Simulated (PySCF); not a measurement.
BH3N, SMILES [BH]N, multiplicity 2. Coordinates come from a PBE-D3(BJ)/def2-TZVP optimisation. The isomer is the one that the SMILES or the coordinates give; other isomers of the formula were not compared.

Computed equilibrium geometry at PBE-D3(BJ)/def2-TZVP (PySCF confirms it by a frequency run) as bond lengths and angles, and its point group:
point group Cs.
Atoms: B1 N2 H3 H4 H5. Bonds (Å): B1–N2 1.381, B1–H3 1.201, N2–H4 1.021, N2–H5 1.016. Bond angles (°): N2–B1–H3 125.3, B1–N2–H4 124.0, B1–N2–H5 123.3, H4–N2–H5 112.7.
Charge 0, spin multiplicity 2.
